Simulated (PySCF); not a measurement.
# tetramethylborate: calculation and literature

Bonds (- single, = double, # triple, : aromatic): C1-B2, B2-C3, B2-C4, B2-C5. C1 carries H6, H7, H8; C3 carries H9, H10, H11; C4 carries H12, H13, H14; C5 carries H15, H16, H17. Formal charges: B2 -1.

Total charge -1.

What is known from experiment: δ ¹¹B B2 -20.2 ppm (measured; Macháček, Bühl, Fanfrlík, Hnyk, 11B NMR of BX3 and BX4-, J. Phys. Chem. A (author manuscript)).
δ ¹¹B B2 -20.7 ppm (measured; solution, THF-d8 (Li+ or Na+ salt); B. Wrackmeyer, Z. Naturforsch. B 2015).

Theoretical values (PySCF): σ from GIAO-B97-2/pcSseg-2, structure optimised with PBE0-D3(BJ)/def2-TZVP. Single conformer, no relativistic terms, one averaged value for each set of equivalent atoms, gas phase.

Question: What does the calculation give, and how does it compare?

Answer: 
Reference values: measured (Macháček, Bühl, Fanfrlík, Hnyk, 11B NMR of BX3 and BX4-, J. Phys. Chem. A (author manuscript)).
| atoms | quantity | reference | computed |
| --- | --- | --- | --- |
| B2 | δ ¹¹B vs BF3.OEt2 | -20.2 | -25.4 |

Reference values: measured (solution, THF-d8 (Li+ or Na+ salt); B. Wrackmeyer, Z. Naturforsch. B 2015).
```json
{"atoms": "B2", "quantity": "δ ¹¹B vs BF3.OEt2", "reference": "-20.7", "computed": "-25.4"}
```

Computed shifts are σ(ref) − σ with the named reference compound (TMS for H and C) calculated as an isolated molecule at the same level.

Question: How far are the unscaled ¹¹B shifts from the references?

Answer: Mean signed difference -4.95 ppm, mean absolute 4.95 ppm over 2 comparisons; the largest is -5.2 ppm at B2 (boron bonded to 4 C).
